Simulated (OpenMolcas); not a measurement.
Computed levels of 3s2 3p in ions with 13 electrons, in cm-1 above 2P* 1/2.

* Program: OpenMolcas 26.06
* Method: SS-CASPT2, IPEA 0.25 Eh, imaginary shift 0.1 Eh
* Basis: ANO-R3
* Scalar Hamiltonian: X2C, finite nucleus
* Spin-orbit coupling: state interaction with AMFI integrals over the reference wave functions, term energies averaged over their components

Active space for each ion: 3 electrons in 4 orbitals (3s 3p); closed shells correlated by CASPT2: 2s 2p.

```tsv
Level	P2+	S3+	Ar5+
2P* 3/2	495	851	2020
```

Question: Estimate 2P* 3/2 for Cl4+ from its neighbours S3+ and Ar5+.

Answer: 2P* 3/2 is fine structure, which grows about as the fourth power of a screened charge, so the fourth roots are averaged: ((851^0.25 + 2020^0.25) / 2)^4 = 1342. The calculation gives 1350, so the estimate is off by -0.6 %.

Over all roots computed the reference weight is 0.87 to 0.98 in P2+, 0.87 to 0.98 in S3+, 0.88 to 0.99 in Cl4+, 0.88 to 0.99 in Ar5+; the roots of lowest weight are the least certain, and an intruder state may touch them. Only configurations of the active space appear.

* marks odd parity.
